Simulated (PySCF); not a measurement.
**Tc²⁺ (technetium, charge +2): UHF calculation**

Configuration: [Kr] 4d5, high-spin 6S determinant. Computed with PySCF 2.14 in def2-SVP with the def2 core potential (28 electrons), with scalar relativity through the core potential.

* Total energy: -79.362906 hartree
* One-electron energy: -129.2157 hartree
* Hartree (Coulomb) energy: 57.8962 hartree
* Exchange energy: -8.0433 hartree
* ⟨S²⟩: 8.7506
* ⟨L²⟩: 0.000
* Sum of ⟨r⟩: 17.37 bohr
* Sum of ⟨r²⟩: 27.17 bohr²
* Time after the integrals: 0.07 s of wall time on 1 thread of Neoverse-V1 (shared host)

```
shell  electrons  mean orbital energy (hartree)  rms radius, mean of both spins (bohr)
 4s α          1                       -4.06713                                   1.14
 4s β          1                       -3.77100                                   1.14
 4p α          3                       -2.88500                                   1.26
 4p β          3                       -2.50127                                   1.26
 4d α          5                       -1.10262                                   1.73
```

Energies and moments cover only the electrons outside the core potential.
